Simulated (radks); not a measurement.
The numbers below are computed, except where a source is named.
All-electron atom: Ar+ in [Ne] 3s2 3p5. Code: a radial shooting solver on a logarithmic mesh with Libxc functionals. Model: non-relativistic Kohn-Sham, HCTH/407, spin-polarised, spherical densities, point nucleus; open shells are filled with parallel spins first.

X-ray form factor f0, the Fourier transform of the density (f0(0) = 17):

sin(theta)/lambda (1/angstrom)  f0 (electrons)
0.05                                    16.641
0.1                                     15.662
0.15                                    14.303
0.2                                     12.831
0.25                                    11.454
0.3                                     10.280
0.4                                      8.602
0.5                                      7.576
0.6                                      6.855
0.8                                      5.616
1                                        4.441
1.25                                     3.236
1.5                                      2.416
2                                        1.607
